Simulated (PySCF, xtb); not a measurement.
CH₁₀OSi₄, SMILES O1[SiH2][Si@H]([SiH3])[SiH2]C1. One conformer was computed; it need not be the lowest.

Harmonic wavenumbers (cm⁻¹) from GFN2-xTB (xtb) at its own minimum, in rising order: 19, 42, 83, 107, 141, 232, 334, 352, 372, 385, 405, 436, 451, 503, 528, 556, 593, 606, 630, 669, 711, 758, 771, 784, 804, 816, 820, 825, 1102, 1210, 1278, 1484, 2050, 2160, 2187, 2204, 2228, 2233, 2238, 2287, 2887, 2942.

### Question
What does PySCF with PBE0-D3(BJ)/def2-SVP give at its own minimum? (Estimate from the structure and the level; the computed values follow.)

### Answer
45, 82, 98, 113, 164, 247, 346, 373, 414, 426, 450, 486, 518, 553, 580, 628, 664, 689, 716, 741, 760, 828, 853, 878, 922, 930, 935, 943, 1131, 1249, 1272, 1459, 2203, 2214, 2216, 2220, 2228, 2229, 2233, 2256, 3019, 3112. Paired by order, the mean absolute difference is 56 cm⁻¹ and the zero-point energies are 60.4 and 63.5 kcal/mol.
